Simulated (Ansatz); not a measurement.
SnClH3 (SnH₃Cl), 5 atoms. Hardware: 4 threads of Arm Neoverse V2 on a shared host.

In the def2 sets Sn takes a core potential; there is no spin–orbit coupling. Correlated methods freeze 9 core orbitals; core or outer-core shells of Sn are correlated, in sets that lack core-valence functions. In CCSD on the charge 1 doublet the largest single amplitude is 0.22, so its Hartree–Fock determinant may place the open shell otherwise than the density functionals do.

How many basis functions does each of these Ansatz runs have, and roughly what does it cost? r2SCAN-D4/def2-TZVP, charge 0 triplet at the geometry of the charge 0 singlet, energy, from earlier orbitals; r2SCAN-D4/def2-TZVP, charge 0 singlet, energy, from earlier orbitals; CCSD(T)/def2-TZVPP, charge 1 doublet at the geometry of the charge 0 singlet, energy, from earlier orbitals; PBE-D4/def2-TZVP, charge 0 singlet, energy, from earlier orbitals; PBE-D4/def2-TZVP, charge 1 doublet at the geometry of the charge 0 singlet, energy, from earlier orbitals; CCSD(T)/def2-TZVPD, charge -1 doublet at the geometry of the charge 0 singlet, energy, from earlier orbitals; PBE0-D4/def2-SVP, charge 0 singlet, energy, from earlier orbitals; PBE0-D4/def2-TZVP, charge 1 doublet at the geometry of the charge 0 singlet, energy; HF/def2-TZVP, charge 0 singlet, energy, from earlier orbitals; PBE-D4/def2-TZVP, charge 0 triplet at the geometry of the charge 0 singlet, energy, from earlier orbitals; PBE0-D4/def2-TZVP, charge 0 singlet, energy and forces, from earlier orbitals; RPA@PBE/def2-TZVP, charge 0 singlet, energy, from earlier orbitals.

Other jobs shared the machine, so times can vary by a factor of up to 3. A dash marks memory too small to be measured apart from the calling script's.

```csv
run,functions,fitting or Cholesky vectors,wall time,peak host memory (GiB)
"HF/def2-TZVP, charge 0 singlet, energy, from earlier orbitals",105,982,0.3 s,–
"PBE0-D4/def2-SVP, charge 0 singlet, energy, from earlier orbitals",59,653,0.4 s,–
"PBE-D4/def2-TZVP, charge 0 singlet, energy, from earlier orbitals",105,776,0.45 s,–
"PBE0-D4/def2-TZVP, charge 0 singlet, energy and forces, from earlier orbitals",105,861,0.8 s,–
"RPA@PBE/def2-TZVP, charge 0 singlet, energy, from earlier orbitals",105,838,1 s,–
"r2SCAN-D4/def2-TZVP, charge 0 singlet, energy, from earlier orbitals",105,776,1.3 s,–
"PBE-D4/def2-TZVP, charge 1 doublet at the geometry of the charge 0 singlet, energy, from earlier orbitals",105,776,1.9 s,–
"PBE-D4/def2-TZVP, charge 0 triplet at the geometry of the charge 0 singlet, energy, from earlier orbitals",105,776,2 s,–
"r2SCAN-D4/def2-TZVP, charge 0 triplet at the geometry of the charge 0 singlet, energy, from earlier orbitals",105,776,5 s,–
"PBE0-D4/def2-TZVP, charge 1 doublet at the geometry of the charge 0 singlet, energy",105,861,16 s,–
"CCSD(T)/def2-TZVPP, charge 1 doublet at the geometry of the charge 0 singlet, energy, from earlier orbitals",134,934,28 s,1.7
"CCSD(T)/def2-TZVPD, charge -1 doublet at the geometry of the charge 0 singlet, energy, from earlier orbitals",129,1008,34 s,1.6
```
